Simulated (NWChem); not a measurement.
H$_{2}$SeSO; SMILES O[Se]S

```xyz
5

Se     0.4212     0.4555     0.0034
O     -1.1265     1.3795    -0.0559
H     -1.4422     1.4556     0.8549
S     -0.2185    -1.6344     0.0477
H     -0.3701    -1.8275    -1.2857
```
Atoms are numbered in this order, from 1.

All runs: NWChem. Structure relaxed at the PBE0/def2-SVP level.

**Question.** Estimate the computed values for B3LYP/def2-SVP. Quantities: highest occupied level (eV); orbital gap (eV); dipole (D).

**Answer.** 
```
Quantity                     Result
---------------------------  ------
highest occupied level (eV)   -6.49
orbital gap (eV)               5.52
dipole (D)                     0.55
```
